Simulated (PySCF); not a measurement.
Input file for PySCF: R-MP2/6-31G* on H2S (SMILES S) with ghost functions, monomers drawn apart or pushed together.

```python
from pyscf import gto, scf, dft, mp
from pyscf.data.elements import chemcore

mol = gto.M(
    atom='''
    S     0.17158978    0.50636564   -0.42564313
    H     0.09049469   -0.71357678    0.13820265
    H    -1.15546315    0.57069981   -0.62406380
    ghost-O   -0.38024949   -1.83697761    4.28626485
    ghost-C   -0.39529713   -0.90439961    5.04568958
    ghost-O   -0.27953775    0.38068733    4.70976208
    ghost-H   -0.50919864   -0.99935074    6.13370135
    ghost-H   -0.17760841    0.45146691    3.73352718
    ''',
    basis='6-31g*',
    cart=True,
    charge=0, spin=0, verbose=3, max_memory=1800)
mf = scf.RHF(mol)
mf.conv_tol = 1e-8
mf.max_cycle = 100
mf.kernel()
if not mf.converged:
    mf = mf.newton().run(mf.mo_coeff, mf.mo_occ)
pt = mp.MP2(mf, frozen=chemcore(mol)).run()
```

The log:

```
converged SCF energy = -398.666926896811
E(RMP2) = -398.788462310127  E_corr = -0.121535413316781
E(SCS-RMP2) = -398.79102787542  E_corr = -0.124100978609512
```

Self-consistency was reached.

Cost: around 0.5 core-seconds (rough).
